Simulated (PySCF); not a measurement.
Sn²⁺: excitation energy

Sn²⁺ [Kr] 4d10 5s2 (1S) → Sn²⁺ [Kr] 4d10 5s1 6s1 (3S), as a difference of total energies. All numbers are calculated (PySCF 2.14, scalar relativity by spin-free X2C-1e, in x2c-QZVPPall with one added diffuse shell each of s, p, d, f type (14s10p8d5f1g, 128 functions)). The calculations carry no spin-orbit coupling.

```tsv
method	excitation energy (eV)
UHF	15.736
wB97X-V	17.115
TPSSh	16.924
r2SCANh	17.003
```

The promoted electron is Rydberg-like, and one or two diffuse shells describe it only roughly, which tends to raise the upper state.
